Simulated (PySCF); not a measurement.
NiO, neutral, multiplicity 3. Atoms are numbered in the order given.

```xyz
2

Ni     0.0000     0.0000    -0.3588
O      0.0000     0.0000     1.2559
```
Charge 0, spin multiplicity 3.

Geometry optimised at PBE0-D3(BJ)/def2-TZVPD. The multiplicity is an assumed one; other spin states were not compared.

These are M06-2X/def2-TZVPD (PySCF) values and carry that method's errors.

```
Item                                                              Result
-----------------------------------------------  -----------------------
total energy                                         -1583.38912 hartree
point group                                                          C∞v
α spin, highest occupied and lowest empty level       -9.14 and -2.77 eV
β spin, highest occupied and lowest empty level       -7.86 and -2.12 eV
dipole moment                                                     5.73 D
mean static polarisability                          50.3 bohr³ (7.45 Å³)
polarisability, principal values                  41.1, 42.6, 67.2 bohr³
⟨S²⟩                                             2.068 (pure state 2.00)
```
